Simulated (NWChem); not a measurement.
**Basis-set dependence for Br (-1)**

SMILES: [Br-]
```xyz
1

Br     0.0000     0.0000     0.0000
```
Charge -1, spin multiplicity 1.

Everything below was run with NWChem.

Hartree-Fock energies in Ha, correlation energies in mHa.

The Hamiltonian is non-relativistic. The correlated methods keep 9 core orbitals frozen. Coupled-cluster values serve here as a point of comparison, not as the truth.

```tsv
basis	functions	RHF	MP2	SCS-MP2	CCSD	CCSD+T(CCSD)	CCSD(T)	CR-CCSD[T]	CR-CCSD(T)
def2-SVPD	41	-2572.17729	-245.6	-226.2	-247.1	-252.9	-252.6	-252.0	-251.8
def2-TZVPD	57	-2572.48698	-284.4	-266.0	-289.9	-299.5	-299.2	-297.9	-297.7
```

From def2-SVPD to def2-TZVPD the Hartree-Fock energy moves by -309.7 mHa and the MP2 correlation energy by -38.8 mHa, which is 14 % of its value in the larger set.
